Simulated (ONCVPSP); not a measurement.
What one change does to a pseudopotential (calcium (Ca), ONCV)

ONCVPSP 4.0.1 input, shortened (lines: element, Z, core and valence counts, functional; n l f; lmax; l rc ep ncon nbas qcut; lloc lpopt rc5 dvloc0; l nproj debl; icmod fcfact rcfact), PBE, scalar-relativistic:

```
  Ca 20.00    3    2        4      upf
    1    0    2.00
    2    0    2.00
    2    1    6.00
    3    0    2.00
    3    1    6.00
    2
    0    1.85    0.00    4    8    7.50
    1    1.15    0.00    5    8    8.40
    2    1.55    0.16    4    8    5.70
    4    5    1.05    0.00
    0    2    2.80
    1    2    3.30
    2    3    1.00
    3    5.50    1.25
```

In the d channel the program set the typed energies aside and used 0.050, 1.050, 2.050 Ha.

Change: p: ncon 3, nbas 6.

Cutoffs: the cutoffs (Ha) at which the residual kinetic energy of the hardest occupied pseudo-wave falls to 1 and 0.1 mHa per electron; they do not see the model core or the augmentation charge, which bear on the density cutoff. Errors are all-electron minus pseudo energies relative to the spin-unpolarised reference configuration.

How do hardness, ghosts and transferability respond?

The potential gets softer (28 Ha and 40 Ha → 23 Ha and 33 Ha); both files keep a bound ghost (d); the errors of the 4 common tests hardly move.

```csv
quantity,base,changed
"cutoff, loose",28 Ha,23 Ha
"cutoff, tight",40 Ha,33 Ha
loose cutoff by channel,"s 16 Ha, p 28 Ha","s 16 Ha, p 23 Ha"
bound ghosts,d,d
GHOST(+) flags under 300 eV,none,none
"error for 3s2 3p6 4s2, meV [ΔE -18.13 eV]",+0.4,+0.4
"error for 3s2 3p6 4s1, meV [ΔE -11.82 eV]",+0.6,+0.6
"error for 3s2 3p6 4s1.5, meV [ΔE -15.63 eV]",+0.5,+0.5
"error for 3s1 3p6 4s2, meV [ΔE 36.10 eV]",-89,-88
s: phases at 1.88 bohr within 0.05 rad from the reference energy up to (Ha; the scan ends near 5),to the end of the scan,to the end of the scan
p: phases at 1.17 bohr within 0.05 rad from the reference energy up to (Ha; the scan ends near 5),to the end of the scan,to the end of the scan
d: phases at 1.57 bohr within 0.05 rad from the reference energy up to (Ha; the scan ends near 5),to the end of the scan,to the end of the scan
"rms error of d²Exc/dni dnj with the model core, mHa",1.27,1.22
```

Base: The cutoffs count occupied waves only; projector 1 of the d channel, the hardest unoccupied one, needs 85 Ha at the loose tolerance. Changed file: The cutoffs count occupied waves only; projector 1 of the d channel, the hardest unoccupied one, needs 85 Ha at the loose tolerance. A true bound ghost makes a file unfit for plane-wave use even where its test errors are small: the radial tests pick states by their node count and pass the ghost by.
